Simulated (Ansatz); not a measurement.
Two structures of SiH₂SeF₄, singlet, reached by relaxing down either side of one saddle point (PBE0-D4/def2-TZVP). Energies are electronic, without zero-point energy. Computed with Ansatz 0.2.0 (basis: def2-TZVPP and def2-QZVPP); correlated methods freeze the cores. Filled d shells of the heavier atoms are correlated. The def2 sets are not built for correlating such inner shells, so the correlated values are less sure here. Extrapolation: Hartree–Fock as exp(−7.88 √X), correlation as X^−2.97. First:

Si1  (-1.119, -0.608, -0.636)
F2  (0.225, -1.406, -0.662)
F3  (-2.250, -1.536, -1.195)
F4  (-1.492, -0.210, 0.828)
F5  (-1.025, 0.656, -1.547)
H6  (2.623, 0.615, 0.365)
Se7  (1.597, 1.579, 0.776)
H8  (1.440, 0.910, 2.071)
(Å)

Second:

```
8
angstrom
Si -1.1278 0.2447 0.0035
F 2.3032 -1.2058 -1.3013
F -1.1289 -1.3242 -0.0013
F -2.2932 0.7026 0.9522
F -1.4182 0.7765 -1.4436
H 1.9773 -0.5620 -0.7139
Se 0.8552 1.0898 0.6390
H 0.8324 0.2785 1.8654
```

(1) Which bonds change from the first to the second?

(2) Give the saddle point's structure and its height above each. (Judge from chemistry; the value comes from the calculation.)

No T1 diagnostic of these runs exceeds 0.012.

## Answers

(1) SiF₄ ([F][Si]([F])([F])[F]) + H₂Se → SiHSeF₃ ([F][Si]([F])([F])[SeH]) + HF; bonds formed: Si1–Se7, F2–H6; bonds broken: Si1–F2, H6–Se7.

(2) By the calculation: 46.88 kcal/mol above the first and 25.88 kcal/mol above the second (CCSD(T) at an estimated basis limit (MP2 extrapolated from triple and quadruple zeta, plus CCSD(T) − MP2 in triple zeta)).
```xyz
8
angstrom
Si -0.6743 -0.0793 -0.3286
F 0.8780 -0.7401 -1.0415
F -1.0581 -1.5606 0.0684
F -1.7833 0.6807 0.5437
F -1.0756 0.4448 -1.7619
H 1.5408 -0.0246 -0.2746
Se 1.1188 1.1318 0.8519
H 1.0537 0.1474 1.9425
```

Labels in which every atom is bracketed show which atoms are joined, not bond orders.

For scale, one of the runs: CCSD(T)/def2-TZVPP, 242 basis functions, launched by `ansatz run in.yaml --threads 8 --pin off --events-out ev --progress --plain --max-ram 19148MiB`. Hardware: 8 CPU threads of an Arm Neoverse V1, shared host. Wall time 3.5 min; peak host memory 5.4 GiB.
